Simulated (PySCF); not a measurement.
C6H2N4.
SMILES: `N#Cc1ccnc(C#N)n1`

Computed with CAM-B3LYP/def2-SVPD in PySCF (dipole) on a GFN2-xTB geometry, gas phase.

Take the most abundant isotopes and a rigid rotor. 

Task: Give the principal moments of inertia and the rotational constants in MHz.

Result: Ia = 177.37, Ib = 518.42, Ic = 695.79 u·Å²; 505379 MHz·u·Å²/I gives A = 2849, B = 974.8, C = 726.3 MHz.

Task: What kind of rotor is it?

Result: An asymmetric top: κ = (2 × 974.8 − 2849 − 726.3)/(2849 − 726.3) = -0.77.

Task: Is it planar, by Δ = Ic − Ia − Ib?

Result: Planar: Δ = Ic − Ia − Ib = 0.00 u·Å². For a rigid frame Δ = −2 Σ m c², so it vanishes when all atoms lie in the ab plane; here none is more than 0.01 Å from it.

Task: Give the coordinates in the principal-axis frame, origin at the centre of mass.

Result: The sense of each axis is arbitrary; atoms in the order of the calculation.
```
atom  mass (u)   a (Å)   b (Å)   c (Å)
  N1    14.003  -3.383  -1.272   0.001
  C2    12.000  -2.374  -0.734   0.000
  C3    12.000  -1.147  -0.008   0.000
  C4    12.000  -1.159   1.390   0.000
  C5    12.000   0.085   2.008   0.000
  N6    14.003   1.212   1.322   0.000
  C7    12.000   1.111  -0.004  -0.001
  C8    12.000   2.332  -0.748   0.000
  N9    14.003   3.310  -1.340   0.001
 N10    14.003  -0.015  -0.703  -0.001
 H11     1.008  -2.082   1.946   0.001
 H12     1.008   0.187   3.085   0.000
```

Task: Where do the levels up to J = 2 lie, in K?

Result: Above 0(0,0), as E/k:
J = 1: 1(0,1) 0.082, 1(1,1) 0.172, 1(1,0) 0.184
J = 2: 2(0,2) 0.244, 2(1,2) 0.323, 2(1,1) 0.359, 2(2,1) 0.629, 2(2,0) 0.630
The levels of one J sum to (2J + 1)J(J + 1)(A + B + C)/3.

Task: Which lines would a microwave search look for?

Result: The dipole components are |μa| = 2.02 D, |μb| = 5.12 D, |μc| = 0.00 D; the mirror of this Cs structure is the ab plane, so μc vanishes by symmetry and there are no c-type lines. The squared components, which scale the intensities, stand as 0.16 : 1.00 (a : b). Some lines, for components of 0.1 D or more:

```
type  branch         J(Ka,Kc)    MHz  lower level (cm⁻¹)
   a       Q  4(2,2) ← 4(2,3)    334               0.834
   a       Q  2(1,1) ← 2(1,2)    746               0.224
   b       R  2(0,2) ← 1(1,1)   1505               0.119
   a       R  1(0,1) ← 0(0,0)   1701               0.000
   b       R  4(1,3) ← 3(2,2)   1985               0.607
   b       Q  1(1,0) ← 1(0,1)   2123               0.057
   b       Q  2(1,1) ← 2(0,2)   2395               0.169
   a       Q  4(1,3) ← 4(1,4)   2476               0.591
   a       R  2(0,2) ← 1(0,1)   3379               0.057
   b       R  1(1,1) ← 0(0,0)   3576               0.000
   a       R  2(1,1) ← 1(1,0)   3651               0.128
   a       R  3(2,2) ← 2(2,1)   5104               0.437
   b       Q  2(2,1) ← 2(1,2)   6369               0.224
   a       R  4(0,4) ← 3(0,3)   6585               0.337
   b       Q  3(2,2) ← 3(1,3)   6756               0.382
   a       R  4(3,2) ← 3(3,1)   6847               0.941
   a       R  4(3,1) ← 3(3,0)   6855               0.941
   a       R  4(1,3) ← 3(1,2)   7251               0.432
   b       R  2(2,1) ← 1(1,0)   9274               0.128
   b       R  2(2,0) ← 1(1,1)   9546               0.119
   b       Q  3(3,1) ← 3(2,2)  10007               0.607
   b       R  3(3,1) ← 2(2,0)  15088               0.438
   b       R  4(4,1) ← 3(3,0)  20799               0.941
   b       R  4(4,0) ← 3(3,1)  20800               0.941
```

Task: Estimate the classical rotational partition function at 25 K, 50 K and 500 K.

Result: Point group Cs, symmetry number σ = 1; q = (√π/σ)·√((kT/h)³/(ABC)), k/h = 20836.6 MHz/K: 14800 at 25 K, 42000 at 50 K, 1330000 at 500 K.

Whether it is a minimum is left open (no frequencies). No vibrational averaging or centrifugal distortion is included, and the geometry carries the error of its method. Quadrupole hyperfine structure (14N) is left out.

On an Arm Neoverse N1 with one thread, shared host, this took 96 s of wall time (with the writing of density and orbital grids). This is the CAM-B3LYP/def2-SVPD job that gave the dipole, with the excitations it also computed.
